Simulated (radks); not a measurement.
Results of a calculation; reference values are marked as such.
Task: The europium ion Eu2+, 61 electrons, occupied as [Xe] 4f7. Level of theory: scalar-relativistic Kohn-Sham, PBE, spin-unpolarised, spherical densities, point nucleus (a radial shooting solver on a logarithmic mesh with Libxc functionals). Some entries of the table are withheld. Estimate them.

orbital,occ.,eigenvalue (eV),r(max) (bohr)
1s,2,-48384.99,0.01420
2s,2,(1),0.08055
2p,6,-7090.041,(2)
3s,2,-1761.285,0.2288
3p,6,-1491.647,0.2244
3d,10,(3),0.1838
4s,2,-360.3912,0.5273
4p,6,-271.7246,0.5504
4d,10,-148.2481,0.5732
5s,2,(4),1.234
5p,6,-37.2672,1.404
4f,7,-16.1485,0.5927

Result: 
(1) 2s eigenvalue (eV): -7956.611
(2) 2p r(max) (bohr): 0.06513
(3) 3d eigenvalue (eV): -1131.377
(4) 5s eigenvalue (eV): -58.2343
